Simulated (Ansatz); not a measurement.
Reaction (SMILES): ClBr (Cl-Br) → Cl atom + Br atom
B3LYP-D3(BJ)/def2-TZVP geometries, fixed; electronic energies without zero-point terms.

Basis-set convergence of the bond dissociation energy at CCSD(T) with Ansatz (a first-principles code). Cartesian d functions, on some or all atoms, in 6-31G; all else is spherical. Cores are frozen (with 3d on Ga to Br). Open shells are unrestricted. No added dispersion term, no relativity. Functions are those of the species that has most. Reference: Hartree-Fock in aug-cc-pV(Q+d)Z plus the correlation part extrapolated as X^-3 from aug-cc-pV(T+d)Z and aug-cc-pV(Q+d)Z, 55.90 kcal/mol, itself unsure by roughly 0.67 kcal/mol (a third of the extrapolation step and of the last Hartree-Fock step).

```tsv
basis	functions	bond dissociation energy (kcal/mol)
pcseg-0	35	19.86
6-31G	42	(withheld)
def2-SVP	50	(withheld)
aug-cc-pV(D+d)Z	68	43.68
def2-TZVPP	90	(withheld)
def2-TZVPD	103	50.75
cc-pV(Q+d)Z	132	53.47
def2-QZVPPD	177	53.66
cc-pV(5+d)Z	204	(withheld)
```

Some entries are withheld; supply them.


- 6-31G, bond dissociation energy (kcal/mol): 18.93
- def2-SVP, bond dissociation energy (kcal/mol): 41.07
- def2-TZVPP, bond dissociation energy (kcal/mol): 49.91
- cc-pV(5+d)Z, bond dissociation energy (kcal/mol): 54.83
